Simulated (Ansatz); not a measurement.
Cartesian coordinates (Å):
SMILES: [SiH3]c1cc2ccsc2cc1Cl
```xyz
18

Si    -3.0280     0.6689    -0.4890
C     -1.2867     0.0391    -0.1499
C     -0.1776     0.8364    -0.4242
C      1.1268     0.3781    -0.1756
C      2.3863     1.0358    -0.3858
C      3.4433     0.2628    -0.0200
S      2.9777    -1.2910     0.5939
C      1.2980    -0.9198     0.3635
C      0.2076    -1.7451     0.6501
C     -1.0589    -1.2482     0.3875
Cl    -2.4309    -2.2586     0.7368
H     -3.7349    -0.1889    -1.4854
H     -3.8400     0.7306     0.7619
H     -2.8861     2.0487    -1.0470
H     -0.3183     1.8377    -0.8405
H      2.4860     2.0426    -0.7931
H      4.5017     0.5166    -0.0744
H      0.3341    -2.7457     1.0655
```
Charge 0, multiplicity 1.

Computed with frozen-core CCSD(T)/cc-pVDZ // PBE0-D3(BJ)/def2-SVP run with Ansatz (a program for electronic structure). The restricted HF reference is unstable towards unrestricted orbitals.

HF energy: -1453.00152 Ha
MP2 correlation energy: -1.41065 Ha

Problem. Estimate the CCSD correlation energy, the (T) correction, the total energy and the T1 diagnostic.

Solution. 
```json
{
 "CCSD correlation energy": "-1.47329 Ha",
 "(T) correction": "-0.06687 Ha",
 "CCSD(T) total energy": "-1454.54168 Ha",
 "T1 diagnostic": "0.012"
}
```
